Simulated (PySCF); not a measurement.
**UHF on I+ (iodine, charge +1)**

Configuration: [Kr] 4d10 5s2 5p3 5d1, high-spin 5D determinant (an excited configuration). Calculation: PySCF 2.14, in aug-cc-pV5Z-PP with ECP28MDF (8s8p6d4f3g2h, 139 functions); a scalar-relativistic core potential.

```
Total energy                                                  : -293.963303 hartree
One-electron energy                                           : -502.4371 hartree
Hartree (Coulomb) energy                                      : 229.2172 hartree
Exchange energy                                               : -20.7433 hartree
⟨S²⟩                                                          : 6.0019
⟨L²⟩                                                          : 6.052
Sum of ⟨r⟩                                                    : 30.05 bohr
Sum of ⟨r²⟩                                                   : 56.70 bohr²
Traceless quadrupole moment −½Σ⟨3z² − r²⟩ along its main axis : 4.36 e·bohr²
Time after the integrals                                      : of the order of 6 core-seconds
```

| shell | electrons | mean orbital energy (eV) | spread (eV) | rms radius, mean of both spins (bohr) |
| --- | --- | --- | --- | --- |
| 4s α | 1 | -223.65 | 0 | 0.796 |
| 4s β | 1 | -222.83 | 0 | 0.796 |
| 4p α | 3 | -164.43 | 0.057 | 0.853 |
| 4p β | 3 | -163.60 | 0.166 | 0.853 |
| 4d α | 5 | -75.300 | 0.262 | 0.995 |
| 4d β | 5 | -74.636 | 0.218 | 0.995 |
| 5s α | 1 | -37.841 | 0 | 2.05 |
| 5s β | 1 | -29.638 | 0 | 2.05 |
| 5p α | 3 | -23.384 | 0.266 | 2.42 |
| 5d α | 1 | -8.385 | 0 | 3.91 |

Energies and moments cover only the electrons outside the core potential. The outer electron is Rydberg-like, and this basis confines it to a smaller radius and binds it less than a complete one would.
